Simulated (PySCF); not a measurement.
## Structure from NMR data

Molecular formula: C5H10F2O2Si. Simulated spectra:

1H NMR (500 MHz, computed): δ 6.69 (m, 1H), 5.77 (m, 1H), 5.37 (s, 2H), 2.04 (m, 1H), 1.82 (m, 2H), 1.80 (m, 1H), 1.52 (m, 2H).

13C{1H} NMR (computed): δ 122.0, 88.1, 21.0 (2C), 15.4.

- shieldings: GIAO PBE0/pcSseg-1
- GFN2-xTB geometry
- code: PySCF 2.14
- non-relativistic, no solvent, equivalent nuclei averaged, one computed conformer

δ = σ(ref) − σ, references computed at the same level: TMS for 1H (σref 31.72), 13C (σref 186.93).

**Question.** Deduce the structure.

**Answer.** 
Rings plus π bonds: 1 (1 ring in the answer). 4 carbon signals for 5 carbons: some carbons are equivalent by symmetry or fast rotation. Carbon types of the structure: 1 × CH, 4 × CH2, leaving 1 H on heteroatoms. δC 122.0: sp3 CH bonded to 2 F and O; 3 electronegative neighbours deshield it. δC 88.1: sp3 carbon bearing two oxygens; 2 electronegative neighbours deshield it. δC 15.4: sp3 CH2 in a ring; saturated and bonded to C and H only. δH 6.69: hydrogen on an sp3 CH bonded to 2 F and O; its carbon carries F and O, an electronegative neighbour. δH 5.77: hydrogen on a silicon bonded to 2 C, O, in a 4-membered ring. δH 5.37: hydrogen on an sp3 carbon bearing two oxygens; its carbon carries O, hence the downfield position. δH 1.82, 1.52: hydrogen on an sp3 CH2 bonded to Si.

Structure: SMILES C1[SiH](OCOC(F)F)CC1.

The data come from this structure; uniqueness wasn't tested.

Splittings by 19F in the carbon and heteronuclear signals aren't shown, as no couplings were computed. Shifts are as computed. Against solution values, carbons near 30 ppm lie about +3 ppm off and those near 130 ppm about +5 ppm. Of 1211 compounds with measured shifts, 218 miss one by over three times the rms of a fit or turn the order of signals round; such compounds aren't used in these exercises. No couplings were computed; multiplicities are counted from neighbouring protons, with m where these are inequivalent, close in shift, in a saturated or five-membered ring or joined by F or P, and br s for small geminal =CH2 splittings.
